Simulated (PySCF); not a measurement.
## Computed vibrations of Lu(NH2)3

Lu(NH2)3 (singlet in the valence; each metal's 4f electrons, 14 of them, lie in its core potential, out of spins and levels). PySCF 2.14.0, RKS PBE0, Lu lcecp-1-SVP with ECP60, N def2-SVP, H def2-SVP; non-relativistic Hamiltonian with scalar-relativistic core potentials where named; density fitting; no spin-orbit coupling. Central differences of gradients.

```xyz
10

Lu    0.0000    0.0000    0.0000
N     2.1491    0.0000    0.0000
H     2.7754    0.0000    0.8049
H     2.7754    0.0000   -0.8049
N    -1.0745    1.8612    0.0000
H    -1.3877    2.4035    0.8049
H    -1.3877    2.4035   -0.8049
N    -1.0746   -1.8611    0.0000
H    -1.3877   -2.4035    0.8049
H    -1.3877   -2.4035   -0.8049
```

Run from Python with OMP_NUM_THREADS=2. Where DIIS fails, smearing, a level shift and second-order steps follow.
It took 42 s on 2 threads of Intel(R) Xeon(R) 6975P-C (Granite Rapids) (shared host).

**Question.** What are the harmonic wavenumbers and infrared intensities?

**Answer.** Modes are labelled in D3h; negative numbers are unstable modes, those under 60 cm⁻¹ near the noise; a finer grid moves soft modes by up to 10 cm⁻¹.
```json
{"cm⁻¹": "-436", "km/mol": "–", "symmetry": "e''"}
{"cm⁻¹": "-436", "km/mol": "–", "symmetry": "e''"}
{"cm⁻¹": "-433", "km/mol": "–", "symmetry": "a1''"}
{"cm⁻¹": "-50", "km/mol": "–", "symmetry": "a2''"}
{"cm⁻¹": "128", "km/mol": "0.0", "symmetry": "e'"}
{"cm⁻¹": "128", "km/mol": "0.0", "symmetry": "e'"}
{"cm⁻¹": "338", "km/mol": "0.0", "symmetry": "e''"}
{"cm⁻¹": "338", "km/mol": "0.0", "symmetry": "e''"}
{"cm⁻¹": "360", "km/mol": "197.4", "symmetry": "a2''"}
{"cm⁻¹": "381", "km/mol": "0.0", "symmetry": "a2'"}
{"cm⁻¹": "416", "km/mol": "284.5", "symmetry": "e'"}
{"cm⁻¹": "416", "km/mol": "284.5", "symmetry": "e'"}
{"cm⁻¹": "526", "km/mol": "149.8", "symmetry": "e'"}
{"cm⁻¹": "526", "km/mol": "149.8", "symmetry": "e'"}
{"cm⁻¹": "554", "km/mol": "0.0", "symmetry": "a1'"}
{"cm⁻¹": "1529", "km/mol": "41.3", "symmetry": "e'"}
{"cm⁻¹": "1529", "km/mol": "41.3", "symmetry": "e'"}
{"cm⁻¹": "1532", "km/mol": "0.0", "symmetry": "a1'"}
{"cm⁻¹": "3549", "km/mol": "18.6", "symmetry": "e'"}
{"cm⁻¹": "3549", "km/mol": "18.6", "symmetry": "e'"}
{"cm⁻¹": "3550", "km/mol": "0.0", "symmetry": "a1'"}
{"cm⁻¹": "3620", "km/mol": "0.0", "symmetry": "e''"}
{"cm⁻¹": "3620", "km/mol": "0.0", "symmetry": "e''"}
{"cm⁻¹": "3620", "km/mol": "15.9", "symmetry": "a2''"}
```

**Question.** Is this a minimum?

**Answer.** No: 4 unstable; the lowest moves the atoms so:
```
Lu   0.00  0.00  0.00
N    0.00  0.00 -0.03
H   -0.03  0.06 -0.01
H    0.03 -0.06 -0.01
N    0.00  0.00  0.02
H   -0.41 -0.22  0.00
H    0.41  0.22  0.00
N    0.00  0.00  0.01
H   -0.46  0.25  0.00
H    0.46 -0.25  0.00
```

An lcecp potential fixes the number of 4f electrons, so in runs with it no electron can move into or out of that shell.
